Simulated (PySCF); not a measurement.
## Correlation energy of Pd⁺ (palladium, charge +1)

[Kr] 4d8 5p1, one real determinant (an excited configuration). Calculation: PySCF 2.14, in aug-cc-pVTZ-PP with one added diffuse shell each of s, p, d, f, g type with ECP28MDF (7s7p6d4f3g, 113 functions); a scalar-relativistic core potential. Frozen: 4s2 4p6; 9 electrons correlated.

MP2 pair energies summed by pair of shells (mhartree):

| pair | energy | share (%) |
| --- | --- | --- |
| 4d-4d | -218.88 | 90.1 |
| 4d-5p | -24.05 | 9.9 |

Total MP2 correlation energy: -242.93 mhartree.

Same-spin part -93.89 and opposite-spin part -149.04 mhartree; SCS-MP2 scales them by 1/3 and 6/5 to -210.15 mhartree.

The reference is one real determinant that mixes LS terms of this configuration.
